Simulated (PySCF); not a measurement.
Members of one series of related molecules.

All values: PBE0/pcSseg-1 (PySCF) at GFN2-xTB geometries, gas phase, one conformer each.

Question: Rank by the lowest IAO charge on any atom, highest value first.
A. `CC(=O)[C@@H]1CN[SiH2]1`
B. `C1(C([SiH2]C)=O)CNC1`
C. `CC(=O)[SiH]1CNC1`
D. `O=C([SiH3])C1CNC1`

Answer: D (-0.432 e), C (-0.476 e), A (-0.687 e), B (-0.708 e).

Question: Rank by the highest Hirshfeld charge on any atom, highest value first.
A. `CC(=O)[SiH]1CNC1`
B. `C[SiH2]C(=O)C1CNC1`
C. `CC(=O)[C@@H]1CN[SiH2]1`
D. `O=C([SiH3])C1CNC1`

Answer: C (+0.397 e), A (+0.366 e), B (+0.337 e), D (+0.306 e).

All values together:

| SMILES | formula | μ (D) | HOMO (eV) | LUMO (eV) | lowest IAO charge (e) | highest IAO charge (e) | lowest Hirshfeld charge (e) | highest Hirshfeld charge (e) |
| --- | --- | --- | --- | --- | --- | --- | --- | --- |
| CC(=O)[SiH]1CNC1 | C4H9NOSi | 2.86 | -6.57 | -1.25 | -0.476 (C) | +0.811 (Si) | -0.229 (O) | +0.366 (Si) |
| O=C([SiH3])C1CNC1 | C4H9NOSi | 1.68 | -6.56 | -1.23 | -0.432 (N) | +0.528 (Si) | -0.215 (O) | +0.306 (Si) |
| CC(=O)[C@@H]1CN[SiH2]1 | C4H9NOSi | 2.44 | -6.77 | -0.48 | -0.687 (N) | +0.919 (Si) | -0.254 (N) | +0.397 (Si) |
| C[SiH2]C(=O)C1CNC1 | C5H11NOSi | 1.99 | -6.51 | -1.15 | -0.708 (C) | +0.696 (Si) | -0.219 (O) | +0.337 (Si) |

Conformers: `[CH3:1][C:2](=[O:3])[SiH:4]1[CH2:5][NH:6][CH2:7]1` with C1–C2–Si4–C5 -56°, C2–Si4–C5–N6 91°, Si4–C5–N6–C7 23°, C5–N6–C7–Si4 -23°, C2–Si4–C7–N6 -90°; `[O:1]=[C:2]([SiH3:3])[CH:4]1[CH2:5][NH:6][CH2:7]1` with O1–C2–C4–C5 -9°, C2–C4–C5–N6 -122°, C4–C5–N6–C7 9°, C5–N6–C7–C4 -9°, C2–C4–C7–N6 127°; `[CH3:1][C:2](=[O:3])[C@@H:4]1[CH2:5][NH:6][SiH2:7]1` with C1–C2–C4–C5 -166°; `[CH3:1][SiH2:2][C:3](=[O:4])[CH:5]1[CH2:6][NH:7][CH2:8]1` with C1–Si2–C3–O4 72°, Si2–C3–C5–C6 70°, C3–C5–C6–N7 129°, C5–C6–N7–C8 -10°, C6–N7–C8–C5 10°, C3–C5–C8–N7 -125°.
